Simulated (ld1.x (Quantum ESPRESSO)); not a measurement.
**Transferability test, TM potential for titanium**

ld1.x (Quantum ESPRESSO) 7.5 input, shortened:

```
&input
   title='Ti', zed=22., rel=1, dft='PBE', iswitch=3,
   config='[Ar] 3d2 4s1.75 4p0'
 /
 &inputp
   pseudotype=2, tm=.true., lloc=-2, rcloc=3.30,
   nlcc=.true., rcore=2.40
 /
3
4S  1  0   1.75   0.00  2.55  2.55  0.0
4P  2  1   0.00   0.00  3.50  3.50  0.0
3D  3  2   2.00   0.00  2.35  2.35  0.0
 &test
   configts(1)='3d2 4s1.75 4p0'
 /
```

Energies are relative to the spin-unpolarised reference configuration 3d2 4s1.75 4p0; without spin polarisation the order of configurations can differ from experiment.

```csv
valence configuration,charge,ΔE all-electron (eV),error AE − PS (meV)
3d2 4s2 4p0,0,-1.290,+0.3
3d2 4s1 4p0,+1,6.056,+3.2
3d2 4s0 4p0,+2,19.629,+62
3d3 4s0 4p0,+1,6.104,-37
3d2 4s1.5 4p0,+0.5,1.647,+0.1
```

Task: What are ΔE and the potential's error for 3d2 4s0 4p2?

Result: ΔE = 4.997 eV all-electron; the error (AE − PS) is +5.5 meV.

Task: What are ΔE and the potential's error for 3d3 4s1 4p0?

Result: ΔE = -0.184 eV all-electron; the error (AE − PS) is -58 meV.
